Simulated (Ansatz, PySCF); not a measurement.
CH3FO2Si, SMILES O=CO[SiH2]F.

The structure is a stationary point at PBE0-D3(BJ)/def2-SVP. This is a generated structure with no PubChem entry under its InChIKey; it may be hypothetical. The values are those of a single conformer.

Vertical ionisation energy (IE) and electron affinity (EA) in eV. Rows of orbital energies are one-electron estimates. Where ΔSCF, EOM or ADC give a negative EA the extra electron is unbound and the value depends on the basis.

```csv
level,IE,EA
"−ε(HOMO), −ε(LUMO), r2SCAN/def2-TZVP (PySCF)",7.50,1.48
"−ε(HOMO), −ε(LUMO), PBE/def2-TZVP (PySCF)",7.15,1.74
"ΔSCF, PBE0/def2-SVPD (Ansatz), final states of multiplicity 2 and 2",11.43,-1.35
"ΔSCF, PBE/def2-SVPD (Ansatz), final states of multiplicity 2 and 2",11.03,-1.12
```

Q: What vertical singlet–triplet gap does ΔSCF give with PBE0/def2-SVPD (Ansatz, a quantum-chemistry and plane-wave program) and with PBE/def2-SVPD (Ansatz)? (Estimate from the structure and the level; the computed values follow.)

A: 5.20 and 5.28 eV (triplet above singlet where positive).
